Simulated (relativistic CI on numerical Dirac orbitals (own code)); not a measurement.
Calculated at this level of theory: Dirac-Coulomb-Breit CI, separate exchange-only KLI orbitals for each configuration, QED by a radiative potential, unscaled Slater integrals (own radial code, finite nucleus).

The strongest absorption lines from the ground level of an ion, among the configurations computed and to levels below about 1130 eV (vacuum wavelength in Å, gf): 11.834 (0.0043), 18.800 (0.0052), 19.008 (0.021), 23.375 (0.81), 23.430 (1.4), 24.212 (0.0045), 24.490 (0.62), 25.752 (0.16).

Task: Which ion is it?
A. Pb57+
B. Fr64+
C. Ir54+
D. Pb59+

Result: D. Pb59+ has 23 electrons and the ground level 3s²3p⁶3d⁵ ²D5/2; the strongest line goes to 3s²3p⁵3d⁶ ²D°5/2. The pattern of lines fixes the number of electrons, and along that sequence the line energies rise steadily with the charge (about as its square where n changes within one kind of shell, about linearly where n is kept but much faster in heavy ions where fine structure, which grows about as Z⁴, sets the gap, and irregularly where shells cross), which fixes Z. Configurations outside the model, such as inner-shell arrays, can give stronger lines. At this charge energies of transitions that change n are usually good to better than 1 %, and those within a shell (Δn = 0) to a few per cent.

LS names give the leading component of a level, which can be under half, so a name can repeat, a term be missing and a line seem to break the LS rules.
